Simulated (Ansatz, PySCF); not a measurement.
O2P2, SMILES o1p2op12. Atoms are numbered in the order given.

```xyz
4

P      0.0000     0.0000     1.2608
P      0.0000     0.0000    -1.2608
O      0.0000    -1.1126     0.0000
O      0.0000     1.1126     0.0000
```

Geometry optimised at B3LYP-D3(BJ)/def2-SVP.

Two levels are set side by side: PBE-D3(BJ)/def2-SVP (Ansatz, an electronic-structure program) and B3LYP-D3(BJ)/def2-SVP (PySCF). Each level has its own optimised geometry; the coordinates shown are those of the second. Frequencies come from the Hessian of PySCF at each geometry. Differences are taken from unrounded values.

```json
[
 {"quantity": "mean bond length (Å)", "B3LYP-D3(BJ)": "1.850"},
 {"quantity": "bond P1–P2 (Å)", "B3LYP-D3(BJ)": "2.522"},
 {"quantity": "bond P1–O3 (Å)", "B3LYP-D3(BJ)": "1.682"},
 {"quantity": "bond P1–O4 (Å)", "B3LYP-D3(BJ)": "1.682"},
 {"quantity": "bond P2–O3 (Å)", "B3LYP-D3(BJ)": "1.682"},
 {"quantity": "bond P2–O4 (Å)", "B3LYP-D3(BJ)": "1.682"},
 {"quantity": "highest harmonic wavenumber (cm⁻¹)", "B3LYP-D3(BJ)": "888"},
 {"quantity": "mean harmonic wavenumber (cm⁻¹)", "B3LYP-D3(BJ)": "664"},
 {"quantity": "zero-point energy (kcal/mol)", "B3LYP-D3(BJ)": "5.70"}
]
```

Task: What does PBE-D3(BJ) give, and how far is it from B3LYP-D3(BJ)? (An estimate is asked for; the answer gives what the named calculation found.)

Result: 
```json
[
 {"quantity": "mean bond length (Å)", "PBE-D3(BJ)": "1.864", "PBE-D3(BJ) minus B3LYP-D3(BJ)": "0.015"},
 {"quantity": "bond P1–P2 (Å)", "PBE-D3(BJ)": "2.532", "PBE-D3(BJ) minus B3LYP-D3(BJ)": "0.010"},
 {"quantity": "bond P1–O3 (Å)", "PBE-D3(BJ)": "1.697", "PBE-D3(BJ) minus B3LYP-D3(BJ)": "0.016"},
 {"quantity": "bond P1–O4 (Å)", "PBE-D3(BJ)": "1.697", "PBE-D3(BJ) minus B3LYP-D3(BJ)": "0.016"},
 {"quantity": "bond P2–O3 (Å)", "PBE-D3(BJ)": "1.697", "PBE-D3(BJ) minus B3LYP-D3(BJ)": "0.016"},
 {"quantity": "bond P2–O4 (Å)", "PBE-D3(BJ)": "1.697", "PBE-D3(BJ) minus B3LYP-D3(BJ)": "0.016"},
 {"quantity": "highest harmonic wavenumber (cm⁻¹)", "PBE-D3(BJ)": "840", "PBE-D3(BJ) minus B3LYP-D3(BJ)": "-47"},
 {"quantity": "mean harmonic wavenumber (cm⁻¹)", "PBE-D3(BJ)": "643", "PBE-D3(BJ) minus B3LYP-D3(BJ)": "-22"},
 {"quantity": "zero-point energy (kcal/mol)", "PBE-D3(BJ)": "5.51", "PBE-D3(BJ) minus B3LYP-D3(BJ)": "-0.19"}
]
```

Exact exchange shortens and stiffens bonds; PBE has none. Differences between two approximate levels are no errors against the true value.
